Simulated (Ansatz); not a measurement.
Z-matrix (Å, degrees):
```
Si
C 1 1.892
Si 1 2.244 2 53.9
S 1 2.126 2 117.4 3 -106.4
H 1 1.482 2 115.5 3 113.6
H 2 1.089 1 116.9 3 -112.0
H 2 1.088 1 117.2 3 111.5
H 3 1.482 1 122.0 2 101.0
H 3 1.481 1 121.3 2 -101.3
H 4 1.346 1 95.6 2 -77.1
```

Total charge 0; spin multiplicity 1.

(1) List the PBE0/def2-TZVPP orbital energies in eV (the Gaussian-basis code of Ansatz). (Estimate.)

Answers

(1) Ansatz gave: Occupied: -2422.48, -1803.04, -1802.59, -278.00, -217.83, -161.67, -161.59, -161.48, -145.32, -144.95, -100.01, -99.96, -99.96, -99.61, -99.60, -99.59, -20.73, -19.70, -14.86, -13.63, -12.18, -11.58, -11.02, -9.86, -9.44, -8.31, -7.35, -6.82. Lowest empty: -0.31, -0.22, 0.35, 0.52, 0.85, 1.68, 1.93, 2.75.
